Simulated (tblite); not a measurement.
Species: C2H6FO2Si2 (doublet state).
Atom-mapped SMILES: `[O:1][SiH2:2][O:3]/[C:4]([SiH3:5])=[CH:6]/[F:7]` (hydrogens: H8, H9 on Si2; H10, H11, H12 on Si5; H13 on C6)

The geometry is computed with GFN2-xTB (gas phase). This method treats the open shell by occupation alone, without spin polarisation.

Q: Give the optimised bond lengths and angles.

A: 
| bond | length (pm) | order |
| --- | --- | --- |
| O1–Si2 | 152.2 | single |
| Si2–O3 | 169.8 | single |
| O3–C4 | 130.4 | single |
| C4–Si5 | 192.8 | single |
| C4=C6 | 135.4 | double |
| C6–F7 | 133.6 | single |
| Si2–H8, Si2–H9 | 147.9 | single |
| Si5–H10, Si5–H11 | 145.6 | single |
| Si5–H12 | 146.5 | single |
| C6–H13 | 108.3 | single |

Bonds in one row agree within 1 pm and their mean is given. Orders are formal, as drawn. A selection of angles:
| angle | degrees |
| --- | --- |
| O1–Si2–O3 | 117.7 |
| O1–Si2–H8 | 121.7 |
| O3–Si2–H8 | 94.2 |
| O3–Si2–H9 | 92.0 |
| H8–Si2–H9 | 103.1 |
| Si2–O3–C4 | 128.9 |
| O3–C4–Si5 | 121.4 |
| O3–C4–C6 | 117.2 |
| Si5–C4–C6 | 121.4 |
| C4–Si5–H10 | 107.1 |
| C4–Si5–H12 | 103.5 |
| H10–Si5–H11 | 116.9 |
| H10–Si5–H12 | 109.8 |
| H11–Si5–H12 | 111.3 |
| C4–C6–F7 | 121.7 |
| C4–C6–H13 | 125.4 |
| F7–C6–H13 | 112.7 |

Dihedral angles: O1–Si2–O3–C4 -3° (synperiplanar); Si2–O3–C4–Si5 -18° (synperiplanar); O3–C4–C6–F7 178° (antiperiplanar). The mirror-image conformer, all signs reversed, is as good.

Of the pairs four or more bonds apart, O1···Si5 is among the closest relative to their van der Waals radii: 3.06 Å, 85 % of the sum of Bondi's values. Si2 (silicon bonded to 2 O and 2 H) has angles from 92.0° to 121.7°. The O–Si distances run from 1.522 Å (O1–Si2, drawn single) to 1.698 Å (Si2–O3, drawn single), a spread of 0.176 Å. C6 (carbon bonded to C, F and H) is planar (angles 125.4°, 121.7° and 112.7°, sum 359.8°, 0.03 Å off the plane of its three neighbours). C4 (carbon bonded to C, O and Si) is planar (angles 121.4°, 121.4° and 117.2°, sum 360.0°, 0.01 Å off the plane of its three neighbours). Si5 (silicon bonded to C and 3 H) is distorted tetrahedral (angles from 103.5° to 116.9°).

Point group: C1 (no symmetry element, even within 0.4 Å). Its GFN2-xTB frequencies are all real (lowest 23 cm⁻¹). 3 starts were optimised and ended at 0.00, 0.03 and 4.76 kcal/mol (GFN2-xTB); the lowest of these is shown.
